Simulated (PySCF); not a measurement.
C2H6B, charge +1, multiplicity 1. Atoms are numbered in the order given.

```xyz
9

C      0.0000     0.0000     1.4698
B      0.0000     0.0000     0.0000
C      0.0000     0.0000    -1.4698
H     -0.8909    -0.5144     1.8568
H      0.8909    -0.5144     1.8568
H      0.0000     1.0288     1.8568
H     -0.8909     0.5144    -1.8568
H      0.0000    -1.0288    -1.8568
H      0.8909     0.5144    -1.8568
```
Charge +1, spin multiplicity 1.

Geometry: r2SCAN-D4/def2-TZVP. The spin state was assumed, not searched. The isomer is the one that the SMILES or the coordinates give; other isomers of the formula were not compared.

Method: KT2/pcSseg-1 (PySCF).

GIAO shieldings, no solvent; atoms alike by connectivity are averaged. δ = σ(ref) − σ: ¹³C against TMS (σ = 185.1 ppm); ¹¹B against BF3 (σ = 89.8 ppm); ¹H against TMS (σ = 31.47 ppm), references at their B3LYP-D3(BJ)/def2-TZVP geometries, non-relativistic.

| nucleus | atoms | count | δ (ppm) |
|---|---|---|---|
| ¹³C | C1, C3 | 2 | 7.2 |
| ¹¹B | B2 | 1 | 85.8 |
| ¹H | H4, H5, H6, H7, H8, H9 | 6 | 2.81 |
